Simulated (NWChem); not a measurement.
# Correlation energy of CH₂Cl

```xyz
4

C      0.0000     0.0000    -1.1183
Cl     0.0000     0.0000     0.5872
H      0.9680     0.0000    -1.6363
H     -0.9680     0.0000    -1.6363
```
Charge 0, spin multiplicity 2.

Everything below was run with NWChem. Structure: optimised with UPBE/def2-SVP, a minimum by its harmonic frequencies.

Basis set: cc-pVTZ. Each correlation energy counts from its own Hartree-Fock reference.

The correlated methods keep 6 core orbitals frozen. The structure started from a generated list of species. The unpaired electrons of the parent sit in orbitals of symmetry b2 (C2v labels of the run); other states weren't searched. The stability of the SCF solutions was not checked. Open-shell Hartree-Fock references start from PBE0 orbitals. Coupled-cluster values serve here as a point of comparison, not as the truth.

Q: Order these methods by the correlation energy they give, lowest first: CCSD on ROHF, CCSD[T] on ROHF, UMP2, SCS-UMP2.

A: CCSD[T] on ROHF (-388.9 mHa), CCSD on ROHF (-373.6 mHa), UMP2 (-336.6 mHa), SCS-UMP2 (-334.8 mHa)
